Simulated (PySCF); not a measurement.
A calculated (revPBE, PySCF 2.14, aug-cc-pVDZ, no relativity, point nucleus) atom or ion has these occupied shells.

```json
{"shell": "1s α", "electrons": "1", "orbital energy (eV)": "-273.25", "rms radius, mean of both spins (bohr)": "0.314"}
{"shell": "1s β", "electrons": "1", "orbital energy (eV)": "-271.57", "rms radius, mean of both spins (bohr)": "0.314"}
{"shell": "2s α", "electrons": "1", "orbital energy (eV)": "-15.557", "rms radius, mean of both spins (bohr)": "1.69"}
{"shell": "2p α", "electrons": "3", "orbital energy (eV)": "-6.802", "rms radius, mean of both spins (bohr)": "1.93"}
```

(1) Name the element and its charge.

Results:

(1) C (carbon, neutral), in [He] 2s1 2p3, high-spin 5S determinant (an excited configuration).
